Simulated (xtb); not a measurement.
xtb input (GFN1-xTB):

```bash
xtb mol.xyz --gfn 1 --sp --chrg -1 --uhf 0
```
mol.xyz:
```
10

C     -1.40200846    -0.06372100    -0.07884553
C     -0.83433440    -1.40913212    -0.05532326
C      0.49524471    -1.42546253     0.01897867
C      1.29915314    -0.11273744     0.07200857
S      0.10258685     1.25806178     0.01344965
H     -1.94183446     0.17935240    -0.99729568
H     -2.04109697     0.16848289     0.77654600
H      1.09880002    -2.33585798     0.04717445
H      1.89794005    -0.04271835     0.98912731
H      1.99647189    -0.03192885    -0.77165710
```

End of the output:

```
         :::::::::::::::::::::::::::::::::::::::::::::::::::::
         ::                     SUMMARY                     ::
         :::::::::::::::::::::::::::::::::::::::::::::::::::::
         :: total energy             -14.968933835802 Eh    ::
         :: gradient norm              0.028693751665 Eh/a0 ::
         :: HOMO-LUMO gap              3.960595947672 eV    ::
         ::.................................................::
         :: SCC energy               -15.132318584032 Eh    ::
         :: -> electrostatic           0.123647267387 Eh    ::
         :: repulsion energy           0.167121893049 Eh    ::
         :: dispersion energy         -0.003737144819 Eh    ::
         :: halogen bond corr.         0.000000000000 Eh    ::
         :: add. restraining           0.000000000000 Eh    ::
         :: total charge              -1.000000000000 e     ::
         :::::::::::::::::::::::::::::::::::::::::::::::::::::

           -------------------------------------------------
          |                Property Printout                |
           -------------------------------------------------

    * Orbital Energies and Occupations

         #    Occupation            Energy/Eh            Energy/eV
      -------------------------------------------------------------
         1        2.0000           -0.6169128             -16.7871
         2        2.0000           -0.4213342             -11.4651
         3        2.0000           -0.4051978             -11.0260
         4        2.0000           -0.3782004             -10.2914
         5        2.0000           -0.3368750              -9.1668
         6        2.0000           -0.3297075              -8.9718
         7        2.0000           -0.3080828              -8.3834
         8        2.0000           -0.3030623              -8.2467
         9        2.0000           -0.2604898              -7.0883
        10        2.0000           -0.2536293              -6.9016
        11        2.0000           -0.2316641              -6.3039
        12        2.0000           -0.1784891              -4.8569
        13        2.0000           -0.1619291              -4.4063
        14        2.0000           -0.1283246              -3.4919 (HOMO)
        15                          0.0172247               0.4687 (LUMO)
        16                          0.0215714               0.5870
        17                          0.0635240               1.7286
Note: The following floating-point exceptions are signalling: IEEE_DENORMAL
normal termination of xtb
        18                          0.1022479               2.7823
        19                          0.1082208               2.9448
        20                          0.1274052               3.4669
        21                          0.1279098               3.4806
        22                          0.1415932               3.8529
        23                          0.2103375               5.7236
        24                          0.2131123               5.7991
        25                          0.2234674               6.0809
       ...                                ...                  ...
        35                          0.8340740              22.6963
      -------------------------------------------------------------
                  HL-Gap            0.1455492 Eh            3.9606 eV
             Fermi-level           -0.0555500 Eh           -1.5116 eV

  Mulliken/CM5 charges         n(s)   n(p)   n(d)
     1C     0.04803 -0.04032   1.050  2.902  0.000
     2C    -0.43800 -0.44795   1.301  3.137  0.000
     3C    -0.07074 -0.12386   1.048  3.023  0.000
     4C     0.01151 -0.07437   1.034  2.954  0.000
     5S    -0.30157 -0.33787   1.946  4.354  0.001
     6H    -0.04972  0.00516   1.050  0.000  0.000
     7H    -0.04972  0.00516   1.050  0.000  0.000
     8H    -0.06717 -0.01303   1.067  0.000  0.000
     9H    -0.04131  0.01354   1.041  0.000  0.000
    10H    -0.04131  0.01354   1.041  0.000  0.000

Wiberg/Mayer (AO) data.
largest (>0.10) Wiberg bond orders for each atom

 ---------------------------------------------------------------------------
     #   Z sym  total        # sym  WBO       # sym  WBO       # sym  WBO
 ---------------------------------------------------------------------------
     1   6 C    3.965 --     2 C    1.182     7 H    0.976     6 H    0.976
                             5 S    0.782
     2   6 C    3.390 --     3 C    1.958     1 C    1.182     5 S    0.115
     3   6 C    3.957 --     2 C    1.958     8 H    0.969     4 C    0.955
     4   6 C    3.976 --     5 S    1.007     9 H    0.980    10 H    0.980
                             3 C    0.955
     5  16 S    2.000 --     4 C    1.007     1 C    0.782     2 C    0.115
     6   1 H    1.052 --     1 C    0.976
     7   1 H    1.052 --     1 C    0.976
     8   1 H    1.026 --     3 C    0.969
     9   1 H    1.033 --     4 C    0.980
    10   1 H    1.033 --     4 C    0.980
 ---------------------------------------------------------------------------

Topologies differ in total number of bonds
Writing topology from bond orders to xtbtopo.mol

 dipole moment from electron density (au)
     X       Y       Z
   0.8418   1.3363   0.0553  total (Debye):    4.017

           -------------------------------------------------
          | TOTAL ENERGY              -14.968933835802 Eh   |
          | GRADIENT NORM               0.028693751665 Eh/α |
          | HOMO-LUMO GAP               3.960595947672 eV   |
           -------------------------------------------------

------------------------------------------------------------------------
------------------------------------------------------------------------
 total:
 SCF:
```

It need not be the lowest isomer of its formula. Whether it binds its extra electron was not tested at this geometry.
